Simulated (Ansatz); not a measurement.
## A geometry optimisation of BFH2Si2+ with B3LYP-D3(BJ)/def2-SVP

The starting geometry of this gas-phase doublet was optimised with GFN2-xTB.

```xyz
6

B    -0.3364   -0.4926    1.4652
F    -1.9731   -0.5005   -1.0131
Si   -0.5333   -0.7490   -0.3622
Si   -0.2345   -0.2244    3.2418
H     0.2166   -1.1349   -1.5426
H    -0.1505   -0.0061    4.6804
```

**Question.** Predict what becomes of its bonds when it is optimised with B3LYP-D3(BJ)/def2-SVP.

**Answer.** It keeps its bonds, and is `F[SiH]B=[SiH+]`.

The energy falls by 0.13 eV over 8 steps:

| step | E − E(last) (eV) |
| --- | --- |
| 1 | 0.131 |
| 2 | 0.025 |
| 3 | 0.003 |
| 4 | 0.001 |
| 5 | 0.000 |
| 6 | 0.000 |
| 7 | 0.000 |
| 8 | 0.000 |

Final geometry (Å):

```xyz
6

B    -0.4199   -0.4750    1.4539
F    -2.0493   -0.4870   -1.0624
Si   -0.6267   -0.7312   -0.3888
Si   -0.2414   -0.2294    3.1993
H     0.3776   -1.1489   -1.3799
H    -0.0515   -0.0361    4.6476
```

The end wasn't checked by frequencies. Open shells are spin-unrestricted. Run with Ansatz 0.2.0, 24 s on 1 thread of Intel(R) Xeon(R) 6975P-C (Granite Rapids), with other jobs on the host.
